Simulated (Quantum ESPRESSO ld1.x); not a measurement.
Question: All-electron atom: the lutetium ion Lu4+ in [Kr] 4d10 4f13 5s2 5p5.75 5f0.25 (fractional occupations, a model configuration). Calculated with ld1.x of Quantum ESPRESSO 7.5: scalar-relativistic Kohn-Sham, LDA (Slater exchange, VWN5 correlation), spin-polarised, spherical densities, point nucleus; open shells are filled with parallel spins first. Some entries of the table are withheld. Estimate them.

| orbital | occ. | eigenvalue (hartree) | <r^2> (bohr^2) | r(max) (bohr) |
|---|---|---|---|---|
| 1s up | 1 | -2324.13 | 0.0005126 | 0.01214 |
| 1s down | 1 | -2324.13 | 0.0005126 | 0.01214 |
| 2s up | 1 | -397.247 | 0.007927 | 0.06935 |
| 2s down | 1 | -397.246 | 0.007927 | 0.06935 |
| 2p up | 3 | -349.828 | 0.006498 | 0.05661 |
| 2p down | 3 | -349.826 | 0.006498 | 0.05661 |
| 3s up | 1 | -91.5059 | 0.05178 | 0.1959 |
| 3s down | 1 | -91.4861 | 0.05177 | 0.1959 |
| 3p up | 3 | -77.2787 | 0.05233 | 0.1933 |
| 3p down | 3 | -77.2588 | 0.05232 | 0.1932 |
| 3d up | 5 | -60.1670 | 0.04348 | 0.1573 |
| 3d down | 5 | -60.1514 | 0.04347 | 0.1573 |
| 4s up | 1 | -19.7334 | 0.2578 | 0.4460 |
| 4s down | 1 | -19.6961 | 0.2578 | 0.4460 |
| 4p up | 3 | -15.0567 | 0.2930 | 0.4670 |
| 4p down | 3 | -15.0202 | 0.2930 | 0.4670 |
| 4d up | 5 | -8.95590 | 0.3457 | 0.4803 |
| 4d down | 5 | -8.92014 | 0.3460 | 0.4803 |
| 5s up | 1 | -3.98467 | 1.455 | 1.029 |
| 5s down | 1 | -3.96162 | 1.458 | 1.030 |
| 5p up | 3 | -2.83583 | 1.951 | 1.164 |
| 5p down | 2.75 | -2.81588 | 1.958 | 1.166 |
| 4f up | 7 | -2.22987 | 0.5879 | 0.4643 |
| 4f down | 6 | -2.19573 | 0.5921 | 0.4646 |
| 5d up | 0 | -1.49361 | 3.686 | 1.522 |
| 5d down | 0 | -1.47777 | 3.690 | 1.525 |
| 6s up | 0 | -1.32982 | 7.548 | 2.420 |
| 6s down | 0 | -1.31321 | 7.538 | 2.418 |
| 5f up | 0.25 | -0.64312 | 14.39 | (1) |
| 5f down | 0 | -0.62761 | 14.67 | (2) |

Answer: 
(1) 5f up r(max) (bohr): 3.152
(2) 5f down r(max) (bohr): 3.156
